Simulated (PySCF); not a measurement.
PBE on H (hydrogen, neutral), 3d1, 2D determinant (an excited configuration). Computed with PySCF 2.14 in aug-cc-pVTZ with one added diffuse shell each of s, p, d type (5s4p3d, 32 functions), with no relativity, point nucleus.

```
cycle= 1 E= -0.0309095274197263  delta_E= -0.000137  |g|= 0.00111  |ddm|= 0.0266
cycle= 2 E= -0.0309117591403101  delta_E= -2.23e-06  |g|= 0.000143  |ddm|= 0.0035
cycle= 3 E= -0.0309117964024599  delta_E= -3.73e-08  |g|= 1.6e-07  |ddm|= 0.000516
cycle= 4 E= -0.0309117964025099  delta_E= -5.01e-14  |g|= 4.83e-10  |ddm|= 5.91e-07
converged SCF energy = -0.0309117964025099  <S^2> = 0.75  2S+1 = 2
```

Highest occupied orbital energy: 0.742 eV; ⟨L²⟩ = 6.00; populations by l: s 0.00, p 0.00, d 1.00.

(1) Can this result be used?

Results:

(1) Not for this state. Self-consistency was reached. For one electron the Hartree and exchange-correlation energies should cancel; what remains is the self-interaction error. The outer electron is Rydberg-like, and this basis confines it to a smaller radius and binds it less than a complete one would. At PBE the highest occupied level has a positive energy, so only the finite basis holds that electron; for this excited configuration the basis is too tight for the outer shell.
